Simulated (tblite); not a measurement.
C5H7NS.
Numbering: `[CH3:1][c:2]1[s:3][cH:4][cH:5][c:6]1[NH2:7]` (hydrogens: H8, H9, H10 on C1; H11 on C4; H12 on C5; H13, H14 on N7)

Computed geometry: GFN2-xTB, gas phase.

(1) List the bond lengths and angles at this level.

Answers

(1) 
| bond | length (Å) |
| --- | --- |
| C1–C2 | 1.491 |
| C2–S3 | 1.737 |
| S3–C4 | 1.718 |
| C4–C5 | 1.354 |
| C5–C6 | 1.422 |
| C6–N7 | 1.391 |
| C2–C6 | 1.368 |
| C1–H8, C1–H9, C1–H10 | 1.090 |
| C4–H11 | 1.071 |
| C5–H12 | 1.076 |
| N7–H13, N7–H14 | 1.009 |

Bonds in one row agree within 0.01 Å and their mean is given. A selection of angles:
| angle | degrees |
| --- | --- |
| C2–C1–H8 | 110.8 |
| C2–C1–H9 | 110.1 |
| H8–C1–H9 | 108.6 |
| H8–C1–H10 | 108.2 |
| C1–C2–S3 | 121.2 |
| C1–C2–C6 | 127.8 |
| S3–C2–C6 | 111.0 |
| C2–S3–C4 | 91.5 |
| S3–C4–C5 | 112.1 |
| S3–C4–H11 | 119.4 |
| C5–C4–H11 | 128.5 |
| C4–C5–C6 | 112.8 |
| C4–C5–H12 | 124.0 |
| C6–C5–H12 | 123.2 |
| C5–C6–N7 | 122.9 |
| C2–C6–C5 | 112.6 |
| C2–C6–N7 | 124.4 |
| C6–N7–H13 | 113.8 |
| H13–N7–H14 | 112.5 |

N7 (aniline-type nitrogen) is pyramidal (angles 114.2°, 113.8° and 112.5°, sum 340.6°, 0.29 Å off the plane of its three neighbours). The C–C distances run from 1.354 Å (C4–C5, aromatic) to 1.491 Å (C1–C2, drawn single), a spread of 0.137 Å. The 5-membered ring C2–S3–C4–C5–C6 has internal angles of 91.5° to 112.8° (sum 540°, against 540° for a flat polygon); it is planar, 0.00 Å rms from its mean plane, widest ring torsion 0°. Of the pairs four or more bonds apart, C1···H14 is among the closest relative to their van der Waals radii: 2.75 Å, 95 % of the sum of Bondi's values. The 7 heavy atoms lie in one plane (0.019 Å rms).

Point group: near Cs, missed by 0.37 Å at most; the miss may be what the optimiser left on a soft mode. Its GFN2-xTB frequencies are all real (lowest 68 cm⁻¹).
